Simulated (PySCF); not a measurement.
Working with the constants of MoC

ωB97M-V constants of MoC, ³Σ⁻ (triplet), unpaired electrons δ ↑↑ (basis Mo def2-TZVPP with ECP28, C def2-TZVPP; scalar-relativistic core potentials; PySCF 2.14; masses 97.9054 and 12.0000 u):

```
ωe                     : 1130.2 cm⁻¹
ωexe                   : 9.63 cm⁻¹
Be                     : 0.59292 cm⁻¹
αe                     : 0.00412 cm⁻¹
D (centrifugal)        : 6.53e-07 cm⁻¹
De to Mo (4d5 5s1) + C : 4.60 eV
```

(1) Give the vibrational terms G(v) and spacings up to v = 3.

A state of this spin cannot dissociate to the ground-state fragments, so its own limit lies higher than the one that De refers to.

The metal atom is held in its measured ground configuration; semilocal functionals can put another filling of s and d lower by some tenths of an eV, and De to that atom would be smaller. Spin–orbit coupling is left out, which matters for elements this heavy, above all for dissociation energies. The state is the lowest single determinant that the PBE0 search found; with open d or f shells the true ground state can be another one.

Answers

(1) G(v) = ωe(v+½) − ωexe(v+½)².

```
v  G(v) (cm⁻¹)  G(v) − G(v−1)  Bv (cm⁻¹)
0          563                    0.5909
1         1674           1111     0.5867
2         2765           1092     0.5826
3         3838           1072     0.5785
```
